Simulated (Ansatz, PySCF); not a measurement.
Species: BNH$_{5}$, charge 0, doublet. BNH5 (SMILES [BH3-][NH2+], doublet).
B3LYP-D3(BJ)/def2-TZVP minimum from Ansatz (a first-principles code):
```
B
N 1 1.4529
H 2 1.0091 1 123.80
H 2 1.0095 3 113.27 1 -180.00
H 1 1.1952 2 115.55 3 0.00
H 1 1.2537 5 115.75 2 130.23
H 1 1.2537 5 115.75 6 99.53
```
Charge 0, spin multiplicity 2.

Atomisation energy term by term, kcal/mol (programs: Ansatz). Open shells are spin-unrestricted; no spin-orbit coupling. Cores are frozen in correlated methods. Rows without X2C or -DK are non-relativistic. CBS(X,Y): correlation extrapolated as X^-3, Hartree-Fock from the larger set. A bracket is a step between two methods taken in the basis named. '+ core + X2C': CCSD(T) terms for core correlation (cc-pwCVTZ) and scalar relativity (cc-pVTZ-DK). For partners of very few electrons the exact lower level stands in for a higher one. The UHF reference of H5BN ([BH3-][NH2+], doublet) is spin-contaminated (<S^2> up to 0.04 over the pure value in the sets run).

| term | basis | kcal/mol |
|---|---|---|
| Hartree-Fock | cc-pVQZ | 363.13 |
| CCSD correlation | CBS(cc-pVTZ,cc-pVQZ) | 134.73 |
| (T) | CBS(cc-pVTZ,cc-pVQZ) | 7.06 |
| CCSDT(Q) - CCSD(T) | cc-pVTZ | 0.49 |
| core correlation | cc-pwCVTZ | 2.15 |
| scalar relativity | X2C, cc-pVTZ-DK | -0.35 |
| minus zero-point energy | Hessian by PySCF at B3LYP-D3(BJ)/def2-TZVP | -32.63 |
| sum: D0 |  | 474.6 |

The step beyond CCSD(T) by other levels: CCSDT(Q) in cc-pVDZ 0.61 kcal/mol.
